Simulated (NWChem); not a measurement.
System: C3H4OSe; SMILES [SeH][C@H]1C=CO1

```xyz
9

Se    -0.0370    -1.2094    -0.0933
C      0.1246     0.6052     0.6173
C      1.0346     1.5942    -0.0485
C     -0.0881     2.2215    -0.4277
O     -1.0097     1.3642     0.1281
H      1.0810    -1.7240     0.7138
H      0.1297     0.5780     1.7171
H      2.1078     1.7189    -0.1530
H     -0.4101     3.1087    -0.9772
```
Atoms are numbered in this order, from 1.

Results from NWChem. All runs use the structure optimised with PBE0/def2-SVP. Total energies compare along this basis series because the functional is fixed.

| level | basis functions | energy (Ha) | highest occupied level (eV) | orbital gap (eV) | dipole (D) |
|---|---|---|---|---|---|
| TPSS/cc-pVDZ | 103 | -2593.3689 | (withheld) | 4.32 | (withheld) |
| TPSS/aug-cc-pVDZ | 164 | -2593.3851 | -5.47 | 4.20 | 1.92 |
| TPSS/cc-pVTZ | 219 | -2593.4957 | -5.44 | 4.28 | 1.89 |

Q: Complete the blanks.

A: 
- TPSS/cc-pVDZ, highest occupied level (eV): -5.24
- TPSS/cc-pVDZ, dipole (D): 1.81
